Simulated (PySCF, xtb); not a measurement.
WOBr₄, SMILES [O]=[W]([Br])([Br])([Br])[Br], multiplicity 1.

Harmonic wavenumbers (cm⁻¹) from GFN2-xTB in xtb at its own minimum, in rising order: 30, 30, 111, 111, 113, 179, 208, 208, 218, 244, 244, 957.

What does PBE-D3(BJ)/def2-SVP in PySCF give at its own minimum? (Estimate from the structure and the level; the computed values follow.)

33, 33, 95, 95, 123, 199, 209, 209, 239, 274, 274, 951. Paired by order, the mean absolute difference is 13 cm⁻¹ and the zero-point energies are 3.8 and 3.9 kcal/mol.
